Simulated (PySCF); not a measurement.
# Electric field gradients and quadrupole coupling constants

Compound: MgBr2.
Cartesian coordinates in Å at the PBE0-D3(BJ)/def2-SVP level; atoms count from 1:
```
atom  x, y, z in Å
Mg1   -0.0134   -0.0077   -0.0003
Br2   -0.0176   -0.0262    2.3422
Br3    0.0310    0.0339   -2.3420
```

Field gradients from the PBE0/pcSseg-1 density (PySCF, non-relativistic), principal values in atomic units, ordered |Vxx| ≤ |Vyy| ≤ |Vzz|:

```json
{"atom": "Br2", "Vxx": "-1.4071", "Vyy": "-1.4071", "Vzz": "2.8142"}
{"atom": "Br3", "Vxx": "-1.4068", "Vyy": "-1.4070", "Vzz": "2.8139"}
```

**Question.** Find the asymmetry η = (Vxx − Vyy)/Vzz and the couplings χ = eQV/h (234.96 MHz × Q in barn × V in au), with Q(79Br) = 0.313 b.

**Answer.** 
```csv
atom,environment,nucleus,η,χzz (MHz),χxx (MHz),χyy (MHz)
Br2,bromine bonded to Mg,79Br,0.00,207.0,-103.5,-103.5
Br3,bromine bonded to Mg,79Br,0.00,206.9,-103.5,-103.5
```

The gradient is axial or nearly so (η below 0.05) at Br2 and Br3. The tensor is traceless: Vxx + Vyy + Vzz = 0.

**Question.** What is Vzz at Br3 in SI units (1 au = 9.71736 × 10²¹ V/m²)?

**Answer.** 2.8139 au = 27.344 × 10²¹ V/m².

**Question.** And the gradient at the other heavy atoms, for which no coupling is worked out here?

**Answer.** 
| atom | environment | Vzz (au) | η |
| --- | --- | --- | --- |
| Mg1 | magnesium bonded to 2 Br | -0.736 | 0.00 |

Geometry: PBE0-D3(BJ)/def2-SVP; no solvent, vibrations or thermal averaging. The calculation is non-relativistic, for bromine too. A larger basis could move these couplings by a tenth or more.

The run behind these numbers computed NMR shieldings as well. Hardware: one thread of an Arm Neoverse V2 (shared host). Cost: 4.0 s wall.
